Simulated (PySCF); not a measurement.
How the method moves the HOMO and LUMO of `N#C[Si@@H]1C=CCO1`

Compound: C₄H₅NOSi.
Atom-mapped SMILES: `[N:1]#[C:2][Si@@H:3]1[CH:4]=[CH:5][CH2:6][O:7]1` (hydrogens: H8 on Si3; H9 on C4; H10 on C5; H11, H12 on C6)

Structure used (PBE0-D3(BJ)/def2-SVP), in Å, numbered top down from 1:
```xyz
12
C4H5NOSi angstrom
N      2.703    0.275   -2.214
C      2.045   -0.004   -1.301
Si     0.978   -0.502    0.147
C     -0.677   -1.139   -0.379
C     -1.566   -0.231    0.054
C     -1.028    0.956    0.800
O      0.371    0.849    0.920
H      1.853   -1.320    1.022
H     -0.965   -2.032   -0.937
H     -2.648   -0.306   -0.112
H     -1.484    1.021    1.805
H     -1.293    1.892    0.272
```

Basis pcSseg-1 throughout (PySCF), one geometry. Isolated species at its PBE0-D3(BJ)/def2-SVP geometry, gas phase.

How do the orbital energies, the gap and the dipole change with the method?

| method | kind | HOMO (eV) | LUMO (eV) | gap (eV) | μ (D) | SCF cycles |
| --- | --- | --- | --- | --- | --- | --- |
| OPBE | GGA | -7.00 | -1.93 | 5.07 | 4.54 | 17 |
| KT2 | GGA | -7.10 | -2.03 | 5.07 | 4.60 | 17 |
| BP86 | GGA | -7.14 | -2.13 | 5.01 | 4.66 | 16 |
| LDA | LDA | -7.14 | -2.27 | 4.88 | 4.77 | 15 |
| mPW1PW91 | global hybrid | -8.35 | -1.08 | 7.26 | 4.75 | 14 |
| wB97X-D | range-separated hybrid | -10.17 | 0.73 | 10.89 | 4.78 | 14 |
| LC-wPBE | range-separated hybrid | -11.01 | 1.23 | 12.24 | 4.80 | 14 |

The HOMO spans 4.01 eV, from OPBE down to LC-wPBE, and the gap runs from 4.88 eV (LDA) to 12.24 eV (LC-wPBE). The dipole ranges from 4.54 D (OPBE) to 4.80 D (LC-wPBE). This basis has no diffuse functions.
